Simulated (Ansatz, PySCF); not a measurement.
Gas-phase reaction (SMILES): ClBCl + F (HF) -> FB(Cl)Cl + [H][H] (H2); hydrogen fluoride cleaves one B-H bond, a model of a ligand-exchange step.

Each molecule is optimised on its own at B3LYP-D3(BJ)/def2-TZVP (Ansatz, a first-principles code). Correlated levels leave the core frozen unless marked. Spin-orbit coupling is left out. Non-relativistic. CBS marks a two-point X^-3 extrapolation of the correlation energy; Hartree-Fock from the larger set. Thermal terms are rigid-rotor harmonic-oscillator values from B3LYP-D3(BJ) frequencies (Ansatz or PySCF) at 298.15 K and 1 atm. 1 Eh = 627.5095 kcal/mol.

| species | E, CCSD(T)/CBS(cc-pV(T+d)Z,cc-pV(Q+d)Z) (Ansatz) (Eh) | E, PBE/def2-TZVPD (Ansatz) (Eh) | H - E (Eh) | G - E (Eh) |
|---|---|---|---|---|
| ClBCl | -945.01534 | -945.53994 | 0.01930 | -0.01115 |
| F (HF) | -100.39146 | -100.39521 | 0.01259 | -0.00713 |
| FB(Cl)Cl | -1044.27408 | -1044.81043 | 0.01416 | -0.01849 |
| [H][H] (H2) | -1.17450 | -1.16589 | 0.01336 | -0.00144 |

Question: Work out ΔE and ΔH, ΔG, ΔS and the equilibrium constant at 298.15 K at the first level, then ΔH at the second.

Answer: 
1. ΔE = [(-1044.27408) + (-1.17450)] - [(-945.01534) + (-100.39146)] = -0.04178 Eh = -26.2 kcal/mol at CCSD(T)/CBS(cc-pV(T+d)Z,cc-pV(Q+d)Z).
2. The terms H - E add up to -0.00437 Eh, so ΔH = (-0.04178 + (-0.00437))×627.5095 = -29.0 kcal/mol.
3. The terms G - E add up to -0.00165 Eh, so ΔG = -27.3 kcal/mol, and ΔS = (-0.00437 - (-0.00165))×627509.5/298.15 = -5.7 cal/(mol K).
4. log10 K = -ΔG/(RT ln 10) = 20.0, with RT ln 10 = 1.3642 kcal/mol.
5. At PBE/def2-TZVPD the same steps give ΔE = -25.8 and ΔH = -28.6 kcal/mol, a shift of +0.4 from the first level.
6. These values are not checked against measurement here, since the tables used lack a sound gas-phase enthalpy of formation for at least one species.
